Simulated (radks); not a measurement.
Results of a calculation; reference values are marked as such.
All-electron atom: K I in [Ar] 4s1.

Code: a radial shooting solver on a logarithmic mesh with Libxc functionals. Model: non-relativistic Kohn-Sham, LDA (Slater exchange, VWN5 correlation), spin-polarised, spherical densities, point nucleus; open shells are filled with parallel spins first; hard spherical wall at 4 bohr.

Energy parts (Ry):
total: -1195.41597
kinetic: 1197.70332
electron-nucleus: -2852.15188
Hartree: 522.83852
exchange-correlation: -63.80592

Orbitals (lengths in bohr, moments of r in powers of bohr; r(90%) holds 90 % of the orbital's charge):
orbital  occ.  eigenvalue (Ry)  r(90%)     <r^2>      <r>
1s up       1        -256.3414   0.146  0.008973  0.08174
1s down     1        -256.3323   0.146  0.008973  0.08174
2s up       1        -25.21460   0.611    0.1817   0.3916
2s down     1        -25.20533   0.610    0.1817   0.3915
2p up       3        -20.10162   0.582    0.1539   0.3522
2p down     3        -20.09269   0.582    0.1538   0.3522
3s up       1         -2.18393    1.95     1.921    1.288
3s down     1         -2.16236    1.94     1.907    1.284
3p up       3         -1.01695    2.24     2.415    1.435
3p down     3         -0.99089    2.22     2.380    1.425
3d up       0          0.62568    2.85     3.901    1.836
3d down     0          0.66992    2.81     3.791    1.808
4s up       1          0.89467    3.27     6.510    2.426
4s down     0          0.97723    3.27     6.490    2.422
4p up       0          1.40302    3.31     6.482    2.390
4p down     0          1.48371    3.31     6.488    2.393
5s up       0          4.41012    3.49     6.352    2.318
5s down     0          4.46550    3.49     6.367    2.320

The highest occupied level is 4s up at 12.173 eV. The configuration is held as typed, so some empty levels lie below it. The density falls to 0.001 e/bohr^3 at r = 3.61 bohr. The electron density at the nucleus is 4521 e/bohr^3. The spin density at the nucleus is 7.622 e/bohr^3 (1s 0.074, 2s -0.008, 3s -0.044, 4s 7.600), a Fermi contact field of 400 T. The pressure on the wall is 79.9 GPa.
